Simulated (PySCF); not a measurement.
**Assignment exercise: C3H11NSi**

Molfile (atoms numbered from 1):
```
C3H11NSi
     RDKit          3D

 16 15  0  0  0  0  0  0  0  0999 V2000
   -1.5883    1.0937   -0.0560 C   0  0  0  0  0  0  0  0  0  0  0  0
   -0.4758    0.1065    0.2959 C   0  0  0  0  0  0  0  0  0  0  0  0
   -0.9172   -1.3320    0.0139 C   0  0  0  0  0  0  0  0  0  0  0  0
    0.7269    0.4522   -0.4281 N   0  0  0  0  0  0  0  0  0  0  0  0
    2.3140    0.0721    0.0999 Si  0  0  0  0  0  4  0  0  0  0  0  0
   -1.2568    2.1108    0.1374 H   0  0  0  0  0  0  0  0  0  0  0  0
   -1.8461    1.0084   -1.1104 H   0  0  0  0  0  0  0  0  0  0  0  0
   -2.4780    0.8949    0.5362 H   0  0  0  0  0  0  0  0  0  0  0  0
   -0.2398    0.1978    1.3616 H   0  0  0  0  0  0  0  0  0  0  0  0
   -1.8082   -1.5791    0.5854 H   0  0  0  0  0  0  0  0  0  0  0  0
   -0.1237   -2.0239    0.2852 H   0  0  0  0  0  0  0  0  0  0  0  0
   -1.1373   -1.4561   -1.0451 H   0  0  0  0  0  0  0  0  0  0  0  0
    0.5552    0.4718   -1.4231 H   0  0  0  0  0  0  0  0  0  0  0  0
    2.6489   -1.3623    0.1664 H   0  0  0  0  0  0  0  0  0  0  0  0
    2.4367    0.6295    1.4471 H   0  0  0  0  0  0  0  0  0  0  0  0
    3.1819    0.7247   -0.8777 H   0  0  0  0  0  0  0  0  0  0  0  0
  1  2  1  0
  2  3  1  0
  2  4  1  0
  4  5  1  0
  1  6  1  0
  1  7  1  0
  1  8  1  0
  2  9  1  0
  3 10  1  0
  3 11  1  0
  3 12  1  0
  4 13  1  0
  5 14  1  0
  5 15  1  0
  5 16  1  0
M  END
```

PySCF 2.14 calculation with GFN2-xTB structure and shieldings: GIAO PBE0/pcSseg-1; one computed conformer, no solvent, fast rotation and ring inversion assumed for equivalent nuclei, non-relativistic.

References, each an isolated molecule treated in the same way: 13C, 1H vs TMS.

Problem. Assign these signals to the numbered atoms. 13C{1H} NMR (computed): δ 49.7 (CH), 28.9 (CH3).

Solution. 
49.7 → C2, sp3 CH bonded to N: deshielded by the electronegative neighbour
28.9 → C1/C3, methyl carbon: aliphatic region, no heteroatom directly attached

Problem. Assign these signals to the numbered atoms. 1H NMR (300 MHz, computed): δ 4.66 (s, 3H), 2.77 (sept, 1H), 1.14 (d, 6H), -0.58 (br s, 1H).

Solution. 
| δ (ppm) | atoms | environment | reason |
| --- | --- | --- | --- |
| 4.66 | H14/H15/H16 | hydrogen on a silicon bonded to N | – |
| 2.77 | H9 | hydrogen on an sp3 CH bonded to N | its carbon carries N, hence the downfield position |
| 1.14 | H6/H7/H8/H10/H11/H12 | hydrogen on a methyl carbon | – |
| -0.58 | H13 | hydrogen on a nitrogen bonded to C, Si | exchangeable; this is the value without hydrogen bonding to other molecules |

Exchangeable OH/NH protons stand at their gas-phase positions; hydrogen bonding in a real sample shifts them, mostly to higher δ. Shifts are as computed. Against solution values, carbons near 30 ppm lie about +3 ppm off and those near 130 ppm about +5 ppm. Of 1211 compounds with measured shifts, 218 miss one by over three times the rms of a fit or turn the order of signals round; such compounds aren't used in these exercises. Multiplicities follow the n + 1 count of equivalent neighbours, as no J values were calculated; m marks all less simple cases, F and P coupling included.
